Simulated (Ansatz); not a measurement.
`CB1C[SiH2]1` → `B/C=C/[SiH3]`  (isomerisation)

Computed with Ansatz on PBE0-D4/def2-TZVP structures; ΔE is electronic, products minus reactants. CCSD(T)/CBS adds triple-zeta CCSD(T) − MP2 to the extrapolated MP2 energy (def2 sets, frozen cores). Functionals use def2-TZVPP. HSE06 is defined as in plane-wave codes.

`CB1C[SiH2]1`:

Cartesian coordinates in Å:
```
C 1.207 -1.341 0.166
B 0.299 -0.151 -0.233
C -1.152 0.059 -0.567
Si -0.296 1.593 0.346
H 1.585 -1.246 1.188
H 0.735 -2.319 0.041
H 2.098 -1.315 -0.474
H -1.933 -0.666 -0.344
H -1.442 0.705 -1.400
H -0.584 2.770 -0.506
H -0.519 1.913 1.782
```

`B/C=C/[SiH3]`:

Cartesian coordinates in Å:
```
B 1.054 -1.119 -1.721
C 0.210 -0.109 -0.923
C 0.090 -0.201 0.415
Si -0.910 0.966 1.479
H 1.164 -1.050 -2.911
H 1.613 -1.996 -1.127
H -0.312 0.706 -1.426
H 0.618 -1.021 0.904
H -0.028 1.612 2.488
H -1.535 2.002 0.618
H -1.965 0.211 2.206
```

**Question.** Is it downhill or uphill in electronic energy at CCSD(T)/CBS, and by how much? (Estimate.)

**Answer.** Computed: Downhill: ΔE = -0.17 eV.

**Question.** What do these levels give: BLYP-D4, HSE06-D4, BHLYP-D4, PBE-QIDH, HF/def2-QZVPP, HF/CBS(def2)? (An estimate is asked.)

**Answer.** Ansatz gave: BLYP-D4 -0.24, HSE06-D4 0.11, BHLYP-D4 -0.34, PBE-QIDH 0.01, HF/def2-QZVPP -0.77, HF/CBS(def2) -0.77 eV.

Largest T1 diagnostic among the species: 0.013.

At CCSD(T), def2-SVP lies −0.05 eV from the extrapolated value and def2-TZVPP −0.03 eV. In def2-TZVPP, CCSD(T) changes the Hartree–Fock value by +0.56 eV (the triples alone add +0.06 eV) and MP2 by +0.64 eV.
